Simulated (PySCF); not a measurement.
All of these have the formula C7H7FO. Level of theory: TDDFT PBE0/def2-SVPD, vertical, gas phase, core orbitals frozen in the response in PySCF. Geometries: GFN2-xTB; one conformer of each isolated species. Triplets are in the Tamm–Dancoff approximation.

Question: Rank by computed lowest triplet energy, highest first.
A. `[C@]12(OC)[C@@H]3[C@@](C=C1)(F)[C@H]23`
B. `COc1cccc(F)c1`
C. `C=C1C(F)=C(OC)C=C1`
D. `[C@H]12[C@]3([C@@]2(C=C[C@@H]13)CO)F`
E. `COc1ccc(F)cc1`

Answer: B (4.08 eV), E (3.91 eV), D (3.76 eV), A (3.58 eV), C (2.07 eV).

```tsv
SMILES	T1 (eV)	S1 (eV)	gap (eV)	HOMO (eV)	α (au)	first f ≥ 0.01 (nm)	S1 mainly
COc1cccc(F)c1	4.08	5.24	6.37	-6.68	85.3	237	H→L (78%)
COc1ccc(F)cc1	3.91	4.98	5.94	-6.48	85.1	249	H→L (88%)
OC[C@@]12C=C[C@H]3[C@@H]1[C@]32F	3.76	5.86	6.72	-6.98	76.3	212	H→L (67%)
CO[C@]12C=C[C@]3(F)[C@H]1[C@@H]32	3.58	5.60	6.52	-6.80	76.1	221	H→L (96%)
C=C1C=CC(OC)=C1F	2.07	3.05	4.12	-6.02	89.8	407	H→L (98%)
```

H and L stand for HOMO and LUMO.

- `COc1cccc(F)c1`: Löwdin shares by element: HOMO carbon 49% or more, oxygen 19% (atoms not listed hold the other 32%); LUMO carbon 71% or more (atoms not listed hold the other 29%).
- `COc1ccc(F)cc1`: Löwdin shares by element: HOMO carbon 42% or more, oxygen 20% (atoms not listed hold the other 38%); LUMO carbon 74% or more (atoms not listed hold the other 26%).
- `OC[C@@]12C=C[C@H]3[C@@H]1[C@]32F`: Löwdin shares by element: HOMO carbon 76% or more (atoms not listed hold the other 24%); LUMO carbon 71% or more (atoms not listed hold the other 29%).
- `CO[C@]12C=C[C@]3(F)[C@H]1[C@@H]32`: Löwdin shares by element: HOMO carbon 76% or more (atoms not listed hold the other 24%); LUMO carbon 73% or more (atoms not listed hold the other 27%).
- `C=C1C=CC(OC)=C1F`: Löwdin shares by element: HOMO carbon 59% or more, oxygen 12% (atoms not listed hold the other 29%); LUMO carbon 68% or more (atoms not listed hold the other 32%).
